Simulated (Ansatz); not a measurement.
Input file for Ansatz (a program for electronic structure): R-wB97X-V/def2-TZVPPD on HF (SMILES F) with ghost functions, monomers drawn apart or pushed together. Files ending in .json are basis or fitting sets from the Basis Set Exchange.

Ansatz 0.2 input:
```yaml
crystal:
  periodic: [false, false, false]
  atoms:
    - {symbol: F, position_ang: [0.00360347, -0.14085454, -0.34291483]}
    - {symbol: H, position_ang: [0.12754265, -0.35383949, 0.56339649]}
basis:
  gaussian:
    orbitals: def2-TZVPPD.json
    ghost_atoms:
      - {symbol: S, position_ang: [0.28273681, -0.66648955, 2.55052512]}
      - {symbol: H, position_ang: [-1.02731288, -0.46266814, 2.76927615]}
      - {symbol: H, position_ang: [0.59151785, 0.61432600, 2.81463340]}
hamiltonian:
  xc: {name: wB97X-V}
scf: {lower_state_search: off}
```

**Question.** What total energy does the run end on?

**Answer.** -100.4563 hartree.
